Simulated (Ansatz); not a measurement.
In(py)Cl3 (C₅H₅Cl₃InN). Total charge 0; triplet. Geometry PBE-D4/def2-SVP, that of the neutral singlet; atoms count from 1.

| atom | x (Å) | y (Å) | z (Å) |
| --- | --- | --- | --- |
| In1 | 0.1588 | 2.6204 | -0.8832 |
| N2 | 0.0431 | 0.4500 | -0.1353 |
| C3 | -0.7850 | 0.1341 | 0.8814 |
| C4 | -0.9143 | -1.1834 | 1.3333 |
| C5 | -0.1573 | -2.1881 | 0.7125 |
| C6 | 0.7118 | -1.8425 | -0.3330 |
| C7 | 0.7884 | -0.5035 | -0.7306 |
| H8 | -1.3292 | 0.9769 | 1.3388 |
| H9 | -1.5976 | -1.4105 | 2.1638 |
| H10 | -0.2393 | -3.2338 | 1.0458 |
| H11 | 1.3311 | -2.5976 | -0.8376 |
| H12 | 1.4682 | -0.1569 | -1.5265 |
| Cl13 | -0.3913 | 3.6594 | 1.1847 |
| Cl14 | -1.4984 | 2.7383 | -2.5713 |
| Cl15 | 2.4110 | 2.5372 | -1.6429 |

In the def2 sets In takes a core potential; there is no spin–orbit coupling. At PBE0-D4/def2-TZVP a singlet of charge 0 lies 4.19 eV below the triplet at the same geometry.

**Question.** Estimate the Mulliken populations from the PBE0/def2-TZVP orbitals of Ansatz.

**Answer.** 
```
atom  charge (e)  spin (α − β)
 In1        0.94         -0.01
  N2       -0.25          0.27
  C3        0.03          0.15
  C4        0.00          0.60
  C5       -0.25          0.44
  C6       -0.05         -0.07
  C7       -0.02          0.73
  H8        0.18         -0.01
  H9        0.17         -0.03
 H10        0.15         -0.03
 H11        0.16          0.00
 H12        0.18         -0.04
Cl13       -0.42          0.00
Cl14       -0.40          0.00
Cl15       -0.41          0.01
```
Mulliken values depend strongly on the basis.

**Question.** Where does the spin sit?

**Answer.** Summed by element: In -0.01, N 0.27, C 1.84, H -0.11, Cl 0.01, of 2 unpaired in all. Largest on single atoms: C7 0.73, C4 0.60, C5 0.44.

**Question.** And the Mayer bond orders between heavy atoms (over 0.3)?

**Answer.** In1–N2 0.45 (2.30 Å); In1–Cl13 0.87 (2.38 Å); In1–Cl14 0.93 (2.37 Å); In1–Cl15 0.88 (2.38 Å); N2–C3 1.46 (1.35 Å); N2–C7 1.02 (1.35 Å); C3–C4 1.33 (1.40 Å); C4–C5 1.08 (1.40 Å); C5–C6 1.56 (1.40 Å); C6–C7 1.29 (1.40 Å).
